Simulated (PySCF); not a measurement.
**UHF on C (carbon, neutral)**

Configuration: [He] 2s2 2p2, high-spin 3P determinant. Calculation: PySCF 2.14, in aug-cc-pVDZ; no relativity, point nucleus.

- Total energy: -37.687763 hartree
- One-electron energy: -50.4260 hartree
- Hartree (Coulomb) energy: 17.8088 hartree
- Exchange energy: -5.0705 hartree
- Kinetic energy: 37.67503 hartree
- ⟨S²⟩: 2.0096
- ⟨L²⟩: 2.017
- Sum of ⟨r⟩: 7.159 bohr
- Sum of ⟨r²⟩: 13.86 bohr²
- Traceless quadrupole moment −½Σ⟨3z² − r²⟩ along its main axis: 1.49 e·bohr²
- Density at the nucleus (Gaussians lack the cusp): 122 bohr⁻³
- Spin density at the nucleus: 0.149 bohr⁻³
- Langevin diamagnetic susceptibility: -11.0 ×10⁻⁶ cm³/mol
- Time after the integrals: 0.09 s of wall time on 1 thread of Neoverse-N1 (shared host)

```csv
shell,electrons,mean orbital energy (hartree),"rms radius, mean of both spins (bohr)"
1s α,1,-11.35143,0.312
1s β,1,-11.30495,0.312
2s α,1,-0.83039,1.76
2s β,1,-0.58641,1.76
2p α,2,-0.43819,1.93
```
